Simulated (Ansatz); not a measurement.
`BB[SiH2]F` and `BCB[SiH2]F` differ in one atom or group.

Ansatz, PBE0-D4/def2-TZVP geometries, multiplicity 1. Each molecule was computed in one conformer, which needn't be the lowest.

```csv
property,`BB[SiH2]F`
HOMO energy (PBE/def2-TZVPP) / eV,-6.95
HOMO energy (ωB97M-V/def2-TZVPP) / eV,-10.35
"ideal-gas entropy at 298 K and 1 bar (rigid rotor, harmonic PBE0-D4/def2-TZVP) / J/(mol·K)",328
HOMO–LUMO gap (PBE0/def2-TZVPP) / eV,5.81
LUMO energy (B3LYP/def2-TZVPP) / eV,-2.55
HOMO energy (PBE0/def2-TZVPP) / eV,-8.19
```

Problem. Give the same properties after the change, and the shifts. (Best estimate.)

Solution. Computed: 
```tsv
property	`BCB[SiH2]F`	shift
HOMO energy (PBE/def2-TZVPP) / eV	-6.84	0.11
HOMO energy (ωB97M-V/def2-TZVPP) / eV	-10.23	0.12
ideal-gas entropy at 298 K and 1 bar (rigid rotor, harmonic PBE0-D4/def2-TZVP) / J/(mol·K)	367	39
HOMO–LUMO gap (PBE0/def2-TZVPP) / eV	5.68	-0.13
LUMO energy (B3LYP/def2-TZVPP) / eV	-2.58	-0.03
HOMO energy (PBE0/def2-TZVPP) / eV	-8.07	0.12
```

The zero-point energy changes by 73.8 kJ/mol with +9 modes. Modes under 60 cm⁻¹, often nearly free rotors, make the harmonic entropy too high.

B3LYP here is the variant with VWN-RPA as its local correlation; programs differ in this.
